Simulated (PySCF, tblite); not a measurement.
Calculations on `C=Nc1cscc1C`, in the order of a workflow; each names the level of the geometry that it ran on. Settings lines and outputs come from a driver script.

C₆H₇NS.
Atom-mapped SMILES: `[CH2:1]=[N:2][c:3]1[cH:4][s:5][cH:6][c:7]1[CH3:8]` (hydrogens: H9, H10 on C1; H11 on C4; H12 on C6; H13, H14, H15 on C8)

Step 1: GFN2-xTB geometry optimisation, gas phase (tblite 0.8.0) (from a force-field or distance-geometry start)
```json
{"job": {"kind": "relax", "xc": "GFN2-xTB", "basis": "xTB"}, "charge": 0, "multiplicity": 1}
```
```
step      E/eV     max force
  0    -612.97306    3.912
  1    -613.08662    3.280
  2    -613.15493    0.701
...
 78    -613.34368    0.025
 79    -613.34375    0.017
 80    -613.34378    0.012
 81    -613.34381    0.011
 82    -613.34382    0.009
```

Energy lowered by 8.5 kcal/mol over 82 steps; largest atomic force 0.009 eV/Å at the end. «max force» is the largest atomic force in eV/Å.

The run took 0.82 s on one thread of an Arm Neoverse N1, on a shared host.

Step 2: GFN2-xTB harmonic vibrations, gas phase (tblite 0.8.0) (on the GFN2-xTB geometry)
```json
{"job": {"kind": "ir", "xc": "GFN2-xTB", "basis": "xTB"}, "charge": 0, "multiplicity": 1}
```
```
(table of modes left out)
```

39 modes from 61 to 3162 cm⁻¹ (unscaled, harmonic); zero-point energy 70.4 kcal/mol; all wavenumbers are real at this level.

On an Arm Neoverse N1 with one thread (shared host), this took 0.75 s wall.

Step 3: TDDFT B3LYP/def2-SVPD, vertical, gas phase, core orbitals frozen in the response (PySCF 2.14.0, density-fitted response routines) (on the GFN2-xTB geometry)
```json
{"job": {"kind": "uv", "xc": "B3LYP", "basis": "def2-SVPD", "nstates": 8, "ntriplets": 3}, "charge": 0, "multiplicity": 1}
```
```
...
Static polarisability (au): isotropic 99.556, principal 62.221 103.752 132.695
Singlet excitations
state   eV       nm        f      main configurations
  1   4.0631    305.1   0.08337   H->L 0.78, H-2->L 0.16
  2   4.4539    278.4   0.00816   H-1->L 0.94
  3   5.1242    242.0   0.10878   H-2->L 0.80, H->L 0.15
  4   5.5177    224.7   0.06746   H->L+1 0.87
  5   5.6052    221.2   0.01236   H->L+2 0.94
  6   5.8609    211.5   0.00522   H-1->L+2 0.92
  7   5.9982    206.7   0.00797   H->L+3 0.92
  8   6.0994    203.3   0.15217   H-1->L+1 0.80
Triplet excitations (Tamm-Dancoff, eV): 3.0563 3.7830 4.1042
```

HOMO -6.31 eV, LUMO -1.47 eV; lowest singlet 4.06 eV; lowest triplet 3.06 eV (Tamm–Dancoff); mean polarisability 99.6 au.

Hardware: Arm Neoverse N1, one thread, shared host with 64 logical CPUs at a one-minute load of 58. Cost: 73 s, 0.88 GiB resident at most.

Geometry of the electronic-property runs (GFN2-xTB):
```
atom  x, y, z in Å
C1     2.3518   -1.0788   -0.2043
N2     1.1524   -0.8776   -0.5235
C3     0.4557    0.2541   -0.1640
C4     0.9505    1.5271   -0.0703
S5    -0.2746    2.6743    0.2770
C6    -1.4657    1.4273    0.3403
C7    -0.9584    0.2008    0.0707
C8    -1.7289   -1.0736    0.0307
H9     2.8290   -1.9766   -0.5690
H10    2.9499   -0.4170    0.4281
H11    1.9533    1.8604   -0.2514
H12   -2.4816    1.6889    0.5603
H13   -2.7863   -0.8912    0.2020
H14   -1.5939   -1.5501   -0.9385
H15   -1.3575   -1.7599    0.7901
```

 (This holds for the electronic-property runs.)

One conformer stands for the species.
